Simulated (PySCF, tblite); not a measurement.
Isomers of C4H12O2Si, one GFN2-xTB conformer each. Single-point energies are computed at PBE0/pcSseg-1 (PySCF, gas phase, no added dispersion term), electronic only.

**Question.** Rank them by PBE0/pcSseg-1 energy, lowest first (kJ/mol).
A. `[CH3:1][CH2:2][C@H:3]([CH2:4][OH:5])[O:6][SiH3:7]` with C1–C2–C3–C4 -76°, C2–C3–C4–O5 -179°, C3–C4–O5–H -60°, C2–C3–O6–Si7 161°
B. `[CH3:1][CH2:2][C@@H:3]([OH:4])[CH2:5][SiH2:6][OH:7]` with C1–C2–C3–O4 66°, C2–C3–O4–H -54°, C2–C3–C5–Si6 180°, C3–C5–Si6–O7 55°, C5–Si6–O7–H -21°
C. `[CH3:1][SiH2:2][O:3][C@@H:4]([CH3:5])[CH2:6][OH:7]` with C1–Si2–O3–C4 -175°, Si2–O3–C4–C5 -158°, O3–C4–C6–O7 59°, C4–C6–O7–H 59°

**Answer.** B (0.0), C (38.3), A (89.6).

As drawn, the lowest has an Si–C bond, which the highest lacks. GFN2-xTB itself gives, in the same order: 16.2, 24.2, 0.0. GFN2-xTB puts CC[C@H](CO)O[SiH3] lowest instead; measured from each level's own lowest isomer, the values differ by up to 89.6 kJ/mol (CC[C@H](CO)O[SiH3]: 0.0 against 89.6).

**Question.** Which frontier levels, dipoles and rotational constants go with these structures?

**Answer.** 
| SMILES | HOMO (eV, PBE0/pcSseg-1) | LUMO (eV) | dipole (D) | A, B, C (MHz) |
| --- | --- | --- | --- | --- |
| CC[C@@H](O)C[SiH2]O | -7.89 | 0.82 | 3.83 | 5010, 1027, 906.9 |
| C[SiH2]O[C@@H](C)CO | -7.62 | 0.92 | 2.28 | 3102, 1467, 1059 |
| CC[C@H](CO)O[SiH3] | -7.69 | 0.72 | 2.58 | 3543, 1315, 1023 |

**Question.** What happens when harmonic zero-point energies from GFN2-xTB frequencies are added?

**Answer.** 
```
             SMILES  ZPE (kJ/mol)  electronic (kJ/mol)  with ZPE (kJ/mol)
CC[C@@H](O)C[SiH2]O         405.8                  0.0                0.0
C[SiH2]O[C@@H](C)CO         405.5                 38.3               38.0
 CC[C@H](CO)O[SiH3]         403.3                 89.6               87.1
```

The zero-point energies span 2.5 kJ/mol. The order is unchanged.
